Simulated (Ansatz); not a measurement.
Mulliken charges of GaH6PSi, SMILES `P[SiH2][GaH2]` from ωB97M-V/def2-TZVPP in Ansatz (PBE0-D4/def2-TZVP geometry).

```tsv
atom	x (Å)	y (Å)	z (Å)	charge (e)
P1	-1.541	0.950	-0.914	-0.204
Si2	0.531	0.593	-0.069	0.015
Ga3	0.429	-1.315	1.406	0.136
H4	-1.541	-0.249	-1.676	0.070
H5	-1.105	1.752	-2.002	0.065
H6	0.925	1.843	0.638	-0.011
H7	1.540	0.350	-1.142	-0.016
H8	-0.098	-2.687	0.844	-0.028
H9	0.861	-1.237	2.915	-0.027
```

**Question.** By hand: the dipole of these point charges (1 e Å = 4.8032 D).

**Answer.** Σ q r = (0.146, -0.185, 0.038) e Å, of length 0.239 e Å = 1.15 D.

**Question.** How does the dipole of the full density compare? (Estimate.)

**Answer.** Ansatz gave: (0.109, -0.037, -0.060) e Å, 0.62 D; the point charges give 1.85 times that, at 49° from its direction.

Point charges leave out the atoms' own dipoles, such as those of lone pairs, and Mulliken's split depends on the basis, so the two needn't agree.
